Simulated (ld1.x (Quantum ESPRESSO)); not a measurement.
u(r) = r·R(r): atom against pseudo-atom (gold)

Columns: radius, all-electron u(r) and pseudo u(r) of the 5p shell (level -95.70 eV) of gold in the configuration [Kr] 4d10 4f14 5s2 5p6 5d8 6s0 6p0; PBEsol, scalar-relativistic, TM scheme, ld1.x (Quantum ESPRESSO) 7.5.

```csv
r (bohr),all-electron,pseudo
0.108,-0.3406,-0.0314
0.215,0.0388,-0.1213
0.322,0.6037,-0.2606
0.430,0.4119,-0.4364
0.538,-0.1179,-0.6279
0.645,-0.6109,-0.8102
0.752,-0.9424,-0.9614
0.860,-1.1080,-1.0615
0.968,-1.1433,-1.0965
1.075,-1.0941,-1.0675
1.182,-0.9981,-0.9882
1.290,-0.8797,-0.8777
1.398,-0.7570,-0.7569
1.505,-0.6409,-0.6409
1.612,-0.5353,-0.5353
1.720,-0.4416,-0.4416
1.828,-0.3611,-0.3611
1.935,-0.2938,-0.2938
2.042,-0.2375,-0.2375
2.150,-0.1907,-0.1907
2.258,-0.1524,-0.1524
2.365,-0.1216,-0.1216
2.472,-0.0967,-0.0967
2.580,-0.0765,-0.0765
2.688,-0.0604,-0.0604
2.795,-0.0477,-0.0477
```

(1) How many radial nodes do the two functions have?

(2) At about which radius was the pseudo-wave matched?

(3) Where does each function peak?

(4) Is the pseudo-wave norm-conserving?

## Answers

(1) The all-electron 5p function has n − l − 1 = 3 (the table is too coarse to show those close to the nucleus); the pseudo-wave has 0, since the states of the same l below it are removed with the core.

(2) 1.55 bohr. The columns agree to 0.0005 from 1.40 bohr on; several derivatives are matched, so the curves merge somewhat inside the radius.

(3) Outermost all-electron maximum near 0.97 bohr, pseudo maximum near 0.97 bohr (to the table’s step).

(4) Yes: the TM scheme keeps the norm inside the radius equal to the all-electron one, which fixes the energy derivative of the logarithmic derivative at the level.
